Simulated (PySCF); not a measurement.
Vertical excitations of a molecule C3H9FOSi from TDA-PBE/def2-SVPD run with PySCF 2.14.0, as energy in eV (oscillator strength): 6.46 (0.033), 6.99 (0.006), 7.45 (0.020), 7.63 (0.011), 7.86 (0.037), 7.89 (0.004). Lowest triplet (TDA): 6.32 eV. Geometry: B3LYP-D3(BJ)/def2-SVP. The values are those of a single conformer.

**Question.** Which molecule gave these data?
A. CO[C@H](C)[SiH2]F
B. C[Si@H](F)CCO
C. C[C@@H](F)[Si@@H](C)O
D. CC[Si](C)(O)F

**Answer.** D, CC[Si](C)(O)F
